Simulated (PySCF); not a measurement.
Correlation energy of Os(65+) (osmium, charge +65)

[Ne] 3s1, 2S determinant. All numbers are calculated (PySCF 2.14, the spin-free X2C one-electron Hamiltonian (Gaussian nucleus), in an even-tempered Gaussian basis (17 s from 19 bohr⁻², ratio 2.5; 12 p from 25 bohr⁻², ratio 2.5; 4 d from 89 bohr⁻², ratio 2.7; 4 f from 130 bohr⁻², ratio 2.7)). Frozen: 1s2; 9 electrons correlated; the 20 highest virtual orbitals of each spin left out.

| level | correlation energy (mhartree) |
| --- | --- |
| CCSD | -359.68 |
| (T) | -0.05 |
| CCSD(T) | -359.73 |

Diagnostics: T1 = 3.5e-05, D1 = 0.0001, largest double amplitude 0.002.

**Question.** Is a single reference adequate?

**Answer.** Yes, within this model without spin-orbit coupling: T1 lies below 0.03 and no double amplitude reaches 0.07.

At this charge the one-electron X2C treatment keeps the bare 1/r₁₂, with no two-electron picture change or Breit term. The effect here is smaller than on the frozen 1s shell; and a scalar Hamiltonian misses the large spin-orbit splitting of the p shells, which matters for ns² → np² pairs.
